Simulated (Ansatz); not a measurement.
Reaction: CH4BS (SMILES BS[CH2], doublet) → CH4BS (SMILES S(C)[BH], doublet)
Each species at its own B3LYP-D3(BJ)/def2-TZVP minimum (Ansatz, a quantum-chemistry and plane-wave program).

Total energies in hartree (Ansatz). UHF or UKS for unpaired electrons; spin-orbit terms are left out. Correlated methods leave the cores frozen. No relativity.

```tsv
species	HF/cc-pV(T+d)Z	CCSD(T)/cc-pV(T+d)Z	HF/cc-pV(Q+d)Z	CCSD(T)/cc-pV(Q+d)Z	CCSD(T)/cc-pV(D+d)Z	CCSDT(Q)/cc-pV(D+d)Z
1: CH4BS (SMILES [CH2]SB, doublet)	-462.42015	-462.90912	-462.42794	-462.94542	-462.78312	-462.78532
2: CH4BS (SMILES CS[BH], doublet)	-462.40689	-462.89942	-462.41436	-462.93550	-462.77385	-462.77599
```

Question: Work out the isomerisation energy (electronic) in kcal/mol: take Hartree-Fock from cc-pV(Q+d)Z, extrapolate the CCSD(T) correlation energy as X^-3 (X = 3, 4), and add CCSDT(Q) - CCSD(T) in cc-pV(D+d)Z. 1 hartree = 627.51 kcal/mol.

Answer: 
Species 1: correlation (64·(-0.51748) - 27·(-0.48897))/37 = -0.53828; step -0.00220; E1 = -462.42794 + (-0.53828) + (-0.00220) = -462.96842
Species 2: correlation (64·(-0.52114) - 27·(-0.49253))/37 = -0.54202; step -0.00214; E2 = -462.41436 + (-0.54202) + (-0.00214) = -462.95852
-1·E1 +1·E2 = 0.00990 hartree = 6.2 kcal/mol.
